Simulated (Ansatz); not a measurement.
The lowest doublet and quartet of HSi (SMILES [SiH]); geometries from B3LYP-D3(BJ)/def2-TZVP, each state relaxed from the structure named, with no frequency check.
Doublet at the quartet's geometry (charge 0, multiplicity 2):
| atom | x (Å) | y (Å) | z (Å) |
|---|---|---|---|
| Si | 0.0000 | 0.0000 | -0.1004 |
| H | 0.0000 | 0.0000 | 1.4055 |

A positive gap puts the quartet lower; no zero-point energy. U- takes an unrestricted doublet. The quartet is unrestricted in single-reference levels. Active spaces average the two states.

Cores are frozen in the correlated methods.

Run with Ansatz (Gaussian orbitals). 

```csv
level,"gap E(doublet) − E(quartet), vertical, at the quartet's geometry (eV)"
U-BHLYP/def2-TZVPP,-1.866
U-wB97X-V/def2-TZVPP,-1.910
U-MP2/cc-pV(Q+d)Z,…
U-SCS-MP2/cc-pV(T+d)Z,-1.754
U-CCSDT/cc-pV(Q+d)Z,-1.669
"FIC-NEVPT4(SD) on SA-CASSCF(5,5)/cc-pV(D+d)Z",…
"FIC-MRCISD+Q on SA-CASSCF(5,5)/cc-pV(T+d)Z",-1.707
"FIC-MRCISD+Q on SA-CASSCF(5,5)/cc-pV(Q+d)Z",-1.726
FCI/cc-pV(T+d)Z,-1.653
```

Question: What belongs in the gaps?

Answer: 
- U-MP2/cc-pV(Q+d)Z, gap E(doublet) − E(quartet), vertical, at the quartet's geometry (eV): -1.507
- FIC-NEVPT4(SD) on SA-CASSCF(5,5)/cc-pV(D+d)Z, gap E(doublet) − E(quartet), vertical, at the quartet's geometry (eV): -1.598

Ansatz is a first-principles code.
